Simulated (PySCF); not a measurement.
A PySCF script (with the pyscf-properties extension) for the NMR shieldings of `C1C[NH][AlH][NH]1`, C$_{2}$H$_{7}$AlN$_{2}$, on a GFN2-xTB geometry:

```python
import basis_set_exchange as bse
import numpy as np
from pyscf import gto, dft
from pyscf.prop import nmr

atoms = """
C    -0.399473   -0.983731    0.339434
C    -0.989095    0.176588   -0.488312
N     0.087348    1.055753   -0.955675
Al    1.466659    0.852924    0.149742
N     0.804781   -0.534801    1.044379
H    -0.165506   -1.816471   -0.336805
H    -1.159613   -1.334809    1.047115
H    -1.699956    0.732225    0.137834
H    -1.548618   -0.241672   -1.333735
H    -0.236890    1.677392   -1.682587
H     2.769236    1.604134    0.286644
H     1.072326   -1.188217    1.765939
"""
names = dict.fromkeys(["C", "N", "Al", "H"], "pcSseg-1")
basis = {el: gto.basis.parse(bse.get_basis(n, elements=[el], fmt="nwchem")) for el, n in names.items()}
mol = gto.M(atom=atoms, basis=basis, charge=0, verbose=0)
mf = dft.RKS(mol, xc="PBE0")
mf.grids.level = 2
mf.grids.alignment = dft.numint.BLKSIZE   # the property module wants whole blocks of grid points
mf.conv_tol = 1e-9
mf.kernel()

calc = nmr.RKS(mf)   # GIAO
C = mf.mo_coeff
Co = C[:, mf.mo_occ > 0]
resp = mf.gen_response(singlet=True, hermi=2)
def vind(x):   # induced exchange potential for any number of trial vectors
    d = np.einsum("pi,xij,qj->xpq", C, 2 * x.reshape(-1, C.shape[1], Co.shape[1]), Co, optimize=True)
    return np.einsum("xpq,pi,qj->xij", resp(d - d.transpose(0, 2, 1)), C, Co, optimize=True).ravel()
mo1, _ = nmr.rhf.solve_mo1(calc, with_cphf=vind)
sigma = calc.kernel(mo1)
for i, s in enumerate(sigma):   # ppm
    w = np.linalg.eigvalsh((s + s.T) / 2)
    print("%2d %-2s iso %8.1f  s11 %8.1f  s22 %8.1f  s33 %8.1f" % (i, mol.atom_pure_symbol(i), w.mean(), *w))
```

Problem. What are the results?

Solution. 
```
 0 C  iso    137.3  s11    121.5  s22    131.6  s33    159.0
 1 C  iso    137.3  s11    121.4  s22    131.5  s33    158.9
 2 N  iso    225.6  s11    198.4  s22    221.1  s33    257.3
 3 Al iso    393.0  s11    348.7  s22    364.1  s33    466.2
 4 N  iso    225.6  s11    198.3  s22    221.2  s33    257.3
 5 H  iso     28.0  s11     22.2  s22     26.7  s33     35.1
 6 H  iso     28.4  s11     24.1  s22     26.9  s33     34.2
 7 H  iso     28.0  s11     22.2  s22     26.7  s33     35.1
 8 H  iso     28.4  s11     24.1  s22     26.9  s33     34.2
 9 H  iso     30.5  s11     23.1  s22     27.7  s33     40.8
10 H  iso     27.6  s11     24.1  s22     24.3  s33     34.3
11 H  iso     30.5  s11     23.1  s22     27.7  s33     40.8
```

These numbers come from an equivalent density-fitted implementation of the same equations, which agrees with the script to about 0.01 ppm for H and up to a few tenths of a ppm for heavy atoms, so last digits may differ.

Size and cost of the density-fitted run: 127 basis functions, 18 s wall time on 1 thread of an Arm Neoverse N1, shared host; peak memory 0.58 GiB.
